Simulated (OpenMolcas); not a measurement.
# Cu5+, Ag5+, Au5+: d⁶ down the group

- Program: OpenMolcas 26.06
- Method: RASSCF
- Basis: ANO-RCC-VTZP
- Scalar Hamiltonian: DKH2, point nucleus
- Spin-orbit coupling: RASSI with atomic mean-field integrals over the reference wave functions, term energies averaged over their components

Active space for each ion: 12 electrons in 8 orbitals (RAS1 p, at most 2 holes; RAS2 d).

Computed levels in cm-1 above ⁵D₄:

```csv
Level,Cu5+,Ag5+,Au5+
⁵D₃,1150,2575,9934
⁵D₁,2409,4775,13722
⁵D₀,2646,5193,13511
³P₁(1),34503,29862,51751
³H₆,34756,25841,27934
³H₅,35230,26109,43396
³F₂(1),36529,28333,32315
³G₅,41566,32169,27392
³G₄,42551,33669,41717
weight of ⁵D in the lowest level (%),100,97,77
```

Mixed levels, with the weight of the term that names them: Ag5+ ³H₅ (73 %), Ag5+ ³G₅ (73 %), Au5+ ⁵D₀ (69 %), Au5+ ³P₁(1) (70 %), Au5+ ³H₅ (52 %), Au5+ ³F₂(1) (65 %), Au5+ ³G₅ (52 %), Au5+ ³G₄ (58 %).

Measured, with the error of the calculation in %. Measured levels: Cu5+ from Sugar and Musgrove, J. Phys. Chem. Ref. Data 19, 527 (1990); Ag5+ from the list in Gamrath, thesis, University of Mons (2023).

| Level | Cu5+ | Ag5+ |
| --- | --- | --- |
| ⁵D₃ | 1196 (-3.8) | 2692 (-4.4) |
| ⁵D₁ | 2490 (-3.3) | 4941 (-3.4) |
| ⁵D₀ | 2733 (-3.2) | 5380 (-3.5) |
| ³P₁(1) | 32685 (+5.6) | 28232 (+5.8) |
| ³H₆ | 30418 (+14.3) | 21512 (+20.1) |
| ³H₅ | 31009 (+13.6) | 21812 (+19.7) |
| ³F₂(1) | 33740 (+8.3) | 25306 (+12.0) |
| ³G₅ | 37378 (+11.2) | 27958 (+15.1) |
| ³G₄ | 38469 (+10.6) | 29660 (+13.5) |

The fine-structure level ⁵D₀ changes by a factor of 5.11 from Cu5+ to Au5+.

Without spin-orbit coupling ³P(1) lies 31552, 23073, 21262 cm-1 above ⁵D in that order; the difference to the level ³P₁(1), of either sign, comes from spin-orbit coupling, which also lowers the zero.

Without dynamic correlation excited terms often stand tens of per cent too high (terms of higher spin than the ground term too low), and those without a measured partner can miss by more than the paired ones. Active for correlation alone: 3p; no level in the range computed is led by a configuration that opens it, so any true level of that kind is missing (holds for Cu5+). Active for correlation alone: 4p; no level in the range computed is led by a configuration that opens it, so any true level of that kind is missing (holds for Ag5+). Active for correlation alone: 5p; no level in the range computed is led by a configuration that opens it, so any true level of that kind is missing (holds for Au5+). Computed and measured levels are paired by configuration, term and J; levels that our copy of the source lacks, or whose pairing is in doubt (as where it misses far off the trend of its configuration), stay unpaired and out of the deviations. Levels of configurations outside the active space are missing.

A number in round brackets counts repeated terms of one configuration in the order of the reference energies.
